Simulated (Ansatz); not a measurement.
C₄H₅, charge -1, singlet, geometry from GFN2-xTB (a gas-phase anion, which may not be bound at this level). Base run: MP2/def2-SVP (Ansatz, an electronic-structure program).

Here is a job for Ansatz.
Ansatz 0.2 input:
```yaml
crystal:
  periodic: [false, false, false]
  atoms:
    - {symbol: C, position_ang: [-0.02689703, 0.01898413, 2.00101260]}
    - {symbol: C, position_ang: [-0.00904766, -0.04049079, 0.66114669]}
    - {symbol: C, position_ang: [0.00789498, -0.42450959, -0.53346907]}
    - {symbol: C, position_ang: [0.02444904, 0.23607485, -1.86598431]}
    - {symbol: H, position_ang: [-0.95631018, 0.02398960, 2.57125672]}
    - {symbol: H, position_ang: [0.88696065, 0.03044252, 2.59575182]}
    - {symbol: H, position_ang: [-0.01375398, 1.34661131, -1.85047335]}
    - {symbol: H, position_ang: [0.93433358, -0.04072948, -2.41968026]}
    - {symbol: H, position_ang: [-0.82962597, -0.10066542, -2.47309051]}
basis:
  gaussian:
    orbitals: def2-SVP
total_charge: -1
magnetization: {spin_polarized: false}
correlation: {method: mp2}
```

The base run was repeated with changes; each row names its change, and settings that it needs were set with it.

| change | ΔE vs base (kcal/mol) | MP2 correlation (Eh) | basis functions |
|---|---|---|---|
| base | 0.000 | -0.54270 | 81 |
| method = ccsd | -23.27 | -0.54270 | 81 |
| method = bccd | ? | -0.54270 | 81 |
| fitting = cc-pVTZ-JKFIT (mean field), cc-pVTZ-RIFIT (correlation) | 0.043 | -0.54265 | 81 |
| reference functional = pbe0 | -11.78 | - | 81 |
| method = ccsd_t | -37.91 | -0.54270 | 81 |
| method = bccd_t | -37.99 | -0.54270 | 81 |
| method = rpa | ? | - | 81 |
| accuracy = high | -0.001 | -0.54270 | 81 |
| electrons = all | ? | ? | 81 |

Some entries are withheld; supply them.


- method = bccd, ΔE vs base (kcal/mol): -22.42
- method = rpa, ΔE vs base (kcal/mol): -49.40
- electrons = all, ΔE vs base (kcal/mol): -7.42
- electrons = all, MP2 correlation (Eh): -0.55451

A gas-phase anion may not be bound at this level; its values then depend on the basis.
